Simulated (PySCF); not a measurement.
# Si: excitation energy

Si [Ne] 3s2 3p2 (3P) → Si [Ne] 3s1 3p2 4s1 (5P), as a difference of total energies. Calculation: PySCF 2.14, in aug-cc-pCVTZ-DK with one added diffuse shell each of s, p, d, f type (9s8p6d4f, 91 functions); scalar relativity by spin-free X2C-1e. Correlated levels: valence and next inner shell: 1s2 frozen. The calculations carry no spin-orbit coupling.

```
                                method  excitation energy (eV)
                                   UHF                   8.460
    MP2 (valence and next inner shell)                   9.769
SCS-MP2 (valence and next inner shell)                  10.074
   CCSD (valence and next inner shell)                   9.969
CCSD(T) (valence and next inner shell)                  10.050
```

**Question.** How much does correlation contribute at CCSD(T) (valence and next inner shell)?

**Answer.** 10.050 − (8.460) = 1.590 eV, measured against UHF.

The upper state lies above the first ionisation limit, but in LS coupling its spin forbids autoionisation to the ground ion. A Rydberg-like electron needs more diffuse functions than a valence basis has.

The promoted electron is Rydberg-like, and one or two diffuse shells describe it only roughly, which tends to raise the upper state.
